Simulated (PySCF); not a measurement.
A side-by-side comparison of computed properties.

First species: CH₃F₃OSi.
Bonds: O1–Si2, Si2–C3, C3–F4, C3–F5, C3–F6. Hydrogens: H7 on O1; H8, H9 on Si2.

Second species: C₄H₆O.
Z-matrix (Å and degrees, PBE0-D3(BJ)/def2-SVP geometry), rows numbered from 1:
```
O 
C   1  1.2020
C   2  1.4769  1  125.34
C   3  1.5130  2  117.61  1   145.24
C   4  1.4822  3   60.67  2   107.33
H   2  1.1262  1  120.98  3   179.85
H   3  1.0932  2  114.48  1    -0.93
H   4  1.0924  3  116.55  5   110.01
H   4  1.0943  3  117.42  5  -108.98
H   5  1.0924  3  116.53  4  -109.93
H   5  1.0942  3  117.37  4   108.86
```

Levels: PBE0/def2-SVPD for dipole moment, HOMO energy, LUMO energy, HOMO–LUMO gap, static isotropic polarisability and electronic spatial extent ⟨r²⟩ about the centre of nuclear charge; TDDFT PBE0/def2-SVPD for lowest singlet excitation; TDA PBE0/def2-SVPD for lowest triplet excitation (Tamm–Dancoff); ΔSCF PBE0/def2-SVPD for vertical ionisation energy; PBE0-D3(BJ)/def2-SVP for rotational constant A and rotational constant C. Geometries: PBE0-D3(BJ)/def2-SVP. All species are isolated and taken at one optimised geometry, non-relativistic unless stated; the electronic structure was computed with PySCF and density fitting.

Dipoles, sizes and rotational constants follow the conformer. The torsions of the flexible species, by atom-mapped SMILES:
- `[OH:1][SiH2:2][C:3]([F:4])([F:5])[F:6]`: O1–Si2–C3–F4 -58°, H–O1–Si2–C3 66°
- `[O:1]=[CH:2][CH:3]1[CH2:4][CH2:5]1`: O1–C2–C3–C4 145°

Which of the two has the higher ⟨r²⟩, and by how much?

The first: 679 bohr² against 436 bohr², a difference of 243 bohr².

Which has the higher dipole moment?

The second: 3.49 D against 2.03 D, a difference of 1.46 D.

Which has the higher rotational constant C?

The second: 3.042 GHz against 1.853 GHz, a difference of 1.189 GHz.

Which of the two has the higher vertical ionisation energy, and by how much?

The first: 11.43 eV against 9.73 eV, a difference of 1.70 eV.

Which has the higher LUMO energy?

The first: -0.48 eV against -0.70 eV, a difference of 0.22 eV.

Which has the higher HOMO energy?

The second: -7.46 eV against -9.22 eV, a difference of 1.76 eV.

Which of the two has the higher S1 energy, and by how much?

The first: 7.27 eV against 4.44 eV, a difference of 2.83 eV.

Which of the two has the higher HOMO–LUMO gap, and by how much?

The first: 8.74 eV against 6.76 eV, a difference of 1.98 eV.

On the first: The vertical singlet–triplet gap S1 − T1 is 0.41 eV (TDDFT singlet less Tamm–Dancoff triplet; S1: HOMO→LUMO, weight 0.97; T1: HOMO→LUMO, weight 0.93). No computed singlet falls in the visible range (750 to 380 nm, 1.65 to 3.26 eV); S1 lies 4.01 eV above its blue end.

On the second: The dipole matches unit charges of opposite sign 0.73 Å apart (1 e·Å = 4.8032 D). The polarisability is 7.46 Å³ as a volume (1 au = 0.148185 Å³), or 1.33 au for each of the 38 electrons.
